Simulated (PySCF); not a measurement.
Isomers of C8H9Cl. Level of theory: PBE0-D3(BJ)/def2-SVP geometry optimisation, gas phase in PySCF 2.14.0. Energies are electronic, without zero-point or thermal terms, for one conformer each. No frequencies were run at this level. Point groups hold within 0.08 Å.

Task: Rank from lowest to highest electronic energy at this level (kJ/mol).
A. `[CH:1]#[C:2][C@:3]1([CH2:4][Cl:5])[CH:6]=[CH:7][CH2:8][CH2:9]1` with C2–C3–C4–Cl5 60°, C2–C3–C6–C7 -138°, C6–C7–C8–C9 14°, C7–C8–C9–C3 -23°, C2–C3–C9–C8 145°
B. `[CH3:1][CH2:2][c:3]1[cH:4][cH:5][c:6]([Cl:7])[cH:8][cH:9]1` with C1–C2–C3–C4 89° (1-chloro-4-ethylbenzene)
C. `[Cl:1][CH2:2][C@H:3]1[C@H:4]2[CH:5]=[CH:6][C@@H:7]1[CH:8]=[CH:9]2` with Cl1–C2–C3–C4 -173°

Result: B (0.0), C (200.5), A (274.6).

As drawn, the lowest has an aromatic ring, which the highest lacks; the highest has a C≡C bond, a C=C bond outside aromatic rings and a quaternary carbon, which the lowest lacks.

| SMILES | E (Eh) | E rel (kJ/mol) | dipole (D) | point group | A, B, C (MHz) |
| --- | --- | --- | --- | --- | --- |
| CCc1ccc(Cl)cc1 | -769.60604 | 0.0 | 2.03 | Cs | 4381, 666.7, 612.1 |
| ClC[C@H]1[C@H]2C=C[C@@H]1C=C2 | -769.52966 | 200.5 | 1.92 | C1 | 2986, 955.2, 922.0 |
| C#C[C@]1(CCl)C=CCC1 | -769.50143 | 274.6 | 2.12 | C1 | 1909, 1130, 872.3 |
